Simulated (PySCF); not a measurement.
Relaxation of valence singlet (4f shell in the core) TmH3

All numbers come from PBE0/[Tm lcecp-1-TZVP with ECP58, H def2-TZVP], scalar-relativistic core potentials, density fitting, no spin–orbit coupling, PySCF. A (50,194) grid was used.

A start displaced from a saddle point along its imaginary mode, of C3v symmetry, held to at least that symmetry:

Coordinates in bohr (charge 0 multiplicity 1):
```
Tm    0.0000    0.0000   -0.0041
H     3.7358    0.0000    0.2268
H    -1.8679    3.2353    0.2268
H    -1.8679   -3.2353    0.2268
```

Problem. What does it relax to?

Solution. It ends at C3v with Tm–H 1.969 Å (×3); H–Tm–H 115.9° (×3) (after a last refinement on a finer grid). A frequency run shows a minimum.

Problem. How much energy is released, and in how many steps?

Solution. 1.1 kJ/mol in 6 steps.

The 4f shell sits in the core potential, so its spin is not counted.
